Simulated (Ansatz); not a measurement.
A search over several starts for the lowest SCF solution of the cluster Sn₄⁺ at the given spin, in a small basis.

```yaml
crystal:
  periodic: [false, false, false]
  atoms:
    - {symbol: Sn, position_ang: [0.751442, -0.185952, 1.536339]}
    - {symbol: Sn, position_ang: [0.035869, 2.363844, 0.399913]}
    - {symbol: Sn, position_ang: [-0.036164, -2.363864, -0.399772]}
    - {symbol: Sn, position_ang: [-0.751156, 0.185972, -1.536479]}
basis:
  gaussian: {orbitals: def2-SVP, initial_orbitals: start.molden}
total_charge: 1
magnetization: {spin_polarized: true, initial_magnetization: 3}
hamiltonian: {xc: pbe, dispersion: d4}
output: {orbitals: {seedname: orbitals}}
```

The file start.molden holds the orbitals of an earlier run on this structure, at another level or in another basis.

```sh
$ ansatz run in.yaml --threads 4 --pin off --events-out ev --progress --plain --max-ram 4787MiB
```

Output, abridged:

```
Functional definition: PBE
1164 factors; their error is unknown
mean field evaluation 1: about -23320.6626 eV, gradient 2.4e0 eV
mean field evaluation 2: about -23320.7001 eV, gradient 3.9e-2 eV
mean field evaluation 4: about -23320.6949 eV, gradient 6.8e-4 eV
mean field evaluation 8: about -23320.6949 eV, gradient 2.0e-5 eV
mean field evaluation 16: about -23320.6993 eV, gradient 3.3e-1 eV
mean field evaluation 32: about -23320.2631 eV, gradient 2.4e0 eV
mean field evaluation 64: about -23320.6950 eV, gradient 6.3e-2 eV
mean field evaluation 96: about -23319.5309 eV, gradient 3.2e0 eV
mean field evaluation 128: about -23320.3390 eV, gradient 1.0e-1 eV
mean field evaluation 160: about -23320.6361 eV, gradient 1.6e0 eV
mean field -23320.69489772 eV, -857.0197301563 hartree, gradient 1.3e-5 eV, S^2 3.755143; 11 other end points of the search recorded, 0 dependent functions left out
reference -23320.69493294 eV, -857.0197314509 hartree; 45, 42 occupied and 59, 62 virtual orbitals, 1164 factors
Total energy: -23320.98522374 eV, -857.0303994409 hartree
```

Run time 15 s (4 threads of Arm Neoverse V2 on a shared host).

In the def2 sets Sn takes a core potential; there is no spin–orbit coupling. At PBE0-D4/def2-TZVP a doublet of charge 1 lies 0.85 eV below the quartet, each at its own geometry. The structure comes from a short search, and lower isomers may exist.
